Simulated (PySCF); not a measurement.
C3H9Al, SMILES [CH3][Al]([CH3])[CH3]. Geometry: B3LYP-D3(BJ)/def2-SVP. The isomer is the one that the SMILES or the coordinates give; other isomers of the formula were not compared.

Q: Give the equilibrium geometry at B3LYP-D3(BJ)/def2-SVP (PySCF confirms it by a frequency run) as Cartesian coordinates in Å. (The exact figures need the calculation; the answer reports its results.)

A: 
```xyz
13

Al    -0.0002     0.0002     0.0004
C     -1.3563    -1.4129    -0.1762
H     -1.4225    -1.7663    -1.2217
H     -2.3620    -1.0281     0.0743
H     -1.1679    -2.2925     0.4610
C     -0.1652     1.6572    -1.0455
H      0.7254     1.8122    -1.6820
H     -0.2155     2.5391    -0.3807
H     -1.0514     1.6835    -1.7006
C      1.5216    -0.2444     1.2214
H      2.2155     0.6117     1.2445
H      2.1071    -1.1409     0.9461
H      1.1733    -0.4200     2.2558
```
